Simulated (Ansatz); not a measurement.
Conformers of C3H7Br, SMILES `CCCBr`, each relaxed with PBE0-D4/def2-TZVP in Ansatz. CBS adds the triple-zeta coupled-cluster correction to the MP2 limit.

Outer-core shells of Br are correlated without core-valence functions. Scalar relativity is left out up to krypton. Spin–orbit coupling is left out.

Not all of them had a frequency check.

Conformer A:

Z-matrix (Å, degrees):
```
C
C 1 1.517
H 1 1.092 2 111.0
H 1 1.092 2 110.9 3 120.1
H 1 1.093 2 111.1 3 -120.0
C 2 1.510 1 114.2 3 61.9
H 2 1.094 1 110.4 3 -61.8
H 2 1.098 1 109.7 3 -178.7
Br 6 1.953 2 112.5 1 -65.5
H 6 1.089 2 112.1 1 53.0
H 6 1.088 2 112.1 1 176.5
```

Conformer B:

```xyz
11

C    -0.128    0.128    1.340
C    -0.019   -0.586    0.001
C     0.125    0.403   -1.130
Br    0.266   -0.485   -2.858
H    -0.232   -0.591    2.155
H     0.759    0.734    1.542
H    -0.998    0.791    1.368
H     0.841   -1.261    0.001
H    -0.903   -1.205   -0.172
H    -0.737    1.064   -1.210
H     1.028    1.006   -1.036
```

Task: Which is lowest in electronic energy at CCSD(T)/CBS (frozen core, def2 sets), and by how much? (Estimate.)

Result: Computed: A; B lies 0.7 kJ/mol higher. Gaps under about 2 kJ/mol don't settle the order.

Task: Give the energies relative to A (kJ/mol) with PBE-D4/def2-TZVPP, r2SCAN-D4/def2-TZVPP, ωB97X-V/def2-TZVPP, ωB97M-V/def2-TZVPP, PBE0/def2-TZVPP, B3LYP/def2-TZVPP, CCSD/CBS(def2). (Estimate.)

Result: Ansatz gave: 
```csv
level,B
PBE-D4/def2-TZVPP,1.0
r2SCAN-D4/def2-TZVPP,0.5
ωB97X-V/def2-TZVPP,0.4
ωB97M-V/def2-TZVPP,0.7
PBE0/def2-TZVPP,-0.2
B3LYP/def2-TZVPP,-0.9
CCSD/CBS(def2),0.3
```

B3LYP here is the variant with VWN-RPA as its local correlation; programs differ in this.
